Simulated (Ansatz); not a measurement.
Reaction (formal exchange of groups at a B–N bond): `CBNBN` + CH₃SH → `NBS` + `CBNC`

Calculated with Ansatz (gas phase, PBE0-D4/def2-TZVP geometries, no zero-point term in ΔE). CCSD(T)/CBS adds triple-zeta CCSD(T) − MP2 to the extrapolated MP2 energy (def2 sets, frozen cores). This one scheme is used for every species. Functionals use def2-TZVPP. HSE06 is defined as in plane-wave codes. One conformer a species, not always the lowest.

`CBNBN`:

```xyz
13

C     1.682   -1.550   -0.152
B     0.353   -0.735   -0.006
N     0.308    0.669   -0.090
B    -0.832    1.552    0.025
N    -2.124    1.079    0.248
H     1.861   -2.147    0.749
H     2.569   -0.939   -0.337
H     1.593   -2.278   -0.967
H    -0.682   -1.320    0.188
H     1.189    1.135   -0.252
H    -0.658    2.735   -0.074
H    -2.347    0.103    0.341
H    -2.912    1.695    0.326
```

CH₃SH:

Cartesian coordinates in Å:
```
C -0.109 -0.259 0.403
S 0.153 -0.014 -1.367
H 0.798 -0.064 0.972
H -0.378 -1.308 0.527
H -0.928 0.355 0.775
H 0.464 1.290 -1.309
```

`NBS`:

Z-matrix (Å, degrees):
```
N
B 1 1.391
H 1 1.004 2 121.9
H 1 1.006 2 124.2 3 -180.0
S 2 1.816 1 120.0 3 180.0
H 2 1.194 1 119.9 3 -0.0
H 5 1.339 2 96.3 1 -180.0
```

`CBNC`:

Z-matrix (Å, degrees):
```
C
B 1 1.569
H 1 1.094 2 114.2
H 1 1.095 2 110.5 3 -121.8
H 1 1.095 2 110.5 3 121.8
N 2 1.389 1 121.9 3 0.2
H 2 1.204 1 121.2 3 -179.8
C 6 1.443 2 127.1 1 180.0
H 6 1.009 2 119.0 1 0.0
H 8 1.090 6 109.0 2 0.0
H 8 1.095 6 111.7 2 -119.4
H 8 1.095 6 111.7 2 119.5
```

```json
{"level": "LDA (SPW92)", "ΔE (kcal/mol)": "4.3", "difference from CCSD(T)/CBS": "-2.5"}
{"level": "PBE-D4", "ΔE (kcal/mol)": "4.7", "difference from CCSD(T)/CBS": "-2.1"}
{"level": "B97M-V", "ΔE (kcal/mol)": "6.2", "difference from CCSD(T)/CBS": "-0.6"}
{"level": "r2SCANh-D4", "ΔE (kcal/mol)": "5.9", "difference from CCSD(T)/CBS": "-0.9"}
{"level": "r2SCAN0-D4", "ΔE (kcal/mol)": "6.3", "difference from CCSD(T)/CBS": "-0.5"}
{"level": "HSE06-D4", "ΔE (kcal/mol)": "5.5", "difference from CCSD(T)/CBS": "-1.3"}
{"level": "CAM-B3LYP-D4", "ΔE (kcal/mol)": "6.7", "difference from CCSD(T)/CBS": "-0.1"}
{"level": "PBE-QIDH", "ΔE (kcal/mol)": "6.0", "difference from CCSD(T)/CBS": "-0.8"}
{"level": "PBE", "ΔE (kcal/mol)": "4.6", "difference from CCSD(T)/CBS": "-2.2"}
{"level": "BLYP", "ΔE (kcal/mol)": "5.8", "difference from CCSD(T)/CBS": "-1.0"}
{"level": "CAM-B3LYP", "ΔE (kcal/mol)": "6.6", "difference from CCSD(T)/CBS": "-0.2"}
{"level": "LC-ωPBE", "ΔE (kcal/mol)": "5.6", "difference from CCSD(T)/CBS": "-1.2"}
{"level": "CCSD/def2-SVP", "ΔE (kcal/mol)": "3.5", "difference from CCSD(T)/CBS": "-3.3"}
{"level": "MP2/def2-TZVPP", "ΔE (kcal/mol)": "6.3", "difference from CCSD(T)/CBS": "-0.5"}
{"level": "SCS-MP2/def2-QZVPP", "ΔE (kcal/mol)": "7.0", "difference from CCSD(T)/CBS": "0.2"}
{"level": "MP2/CBS(def2)", "ΔE (kcal/mol)": "6.9", "difference from CCSD(T)/CBS": "0.1"}
{"level": "CCSD(T)/CBS", "ΔE (kcal/mol)": "6.8", "difference from CCSD(T)/CBS": "0"}
```

**Question.** What do rigid-rotor, harmonic-oscillator terms from PBE0-D4/def2-TZVP frequencies (298.15 K, 1 bar) make of the CCSD(T)/CBS value? (An estimate is asked.)

**Answer.** Ansatz gave: ΔZPE = +0.5 kcal/mol, ΔH = +7.2 kcal/mol, ΔS = -3 J/(mol·K), ΔG = +7.4 kcal/mol.

Largest T1 diagnostic among the species: 0.012.

From PBE to PBE0 (25 % exact exchange), in def2-TZVPP and without D4, ΔE moves by +0.8 kcal/mol. In def2-TZVPP, CCSD(T) changes the Hartree–Fock value by −2.3 kcal/mol (the triples alone add −0.4 kcal/mol) and MP2 by −2.2 kcal/mol. Leaving LDA and LC-ωPBE aside and taking each functional with its dispersion term where it has one, the values, not all of them listed here, spread over 2.7 kcal/mol, from PBE-D4 to BHLYP-D4.
